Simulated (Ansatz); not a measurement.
Species: C2H8Si2, SMILES `C/[SiH]=[SiH]\C` (charge 0, multiplicity 1).

Question: Give a relaxed geometry from B3LYP-D3(BJ)/def2-TZVP in Ansatz (a quantum-chemistry and plane-wave program).

Answer: the end point of this relaxation (outside a Z-matrix the atoms follow the SMILES, hydrogens last).
Bonded distances (Å): C1–Si2 1.882, C1–H5 1.091, C1–H6 1.091, C1–H7 1.092, Si2–Si3 2.157, Si2–H8 1.482, Si3–C4 1.882, Si3–H9 1.482, C4–H10 1.091, C4–H11 1.091, C4–H12 1.092. Bond angles (°): Si2–C1–H5 111.4, Si2–C1–H6 110.5, Si2–C1–H7 110.4, H5–C1–H6 108.5, H5–C1–H7 108.0, H6–C1–H7 108.0, C1–Si2–Si3 122.5, C1–Si2–H8 113.1, Si3–Si2–H8 117.3, Si2–Si3–C4 122.6, Si2–Si3–H9 117.2, C4–Si3–H9 113.1, Si3–C4–H10 110.5, Si3–C4–H11 111.4, Si3–C4–H12 110.4, H10–C4–H11 108.5, H10–C4–H12 108.0, H11–C4–H12 108.0.
